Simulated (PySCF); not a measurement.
## Electron correlation in Pd⁺ (palladium, charge +1)

[Kr] 4d9, 2D determinant. Computed with PySCF 2.14 in ANO-RCC-VTZP (7s6p4d2f1g, 68 functions), with scalar relativity by spin-free X2C-1e. Frozen: [Kr]; 9 electrons correlated.

```csv
level,correlation energy (mhartree)
CCSD,-272.55
(T),-9.38
CCSD(T),-281.93
```

Diagnostics: T1 = 0.0047, D1 = 0.0105, largest double amplitude 0.024.

Problem. Is a single reference adequate?

Solution. Yes, within this model without spin-orbit coupling: T1 lies below 0.03 and no double amplitude reaches 0.07.
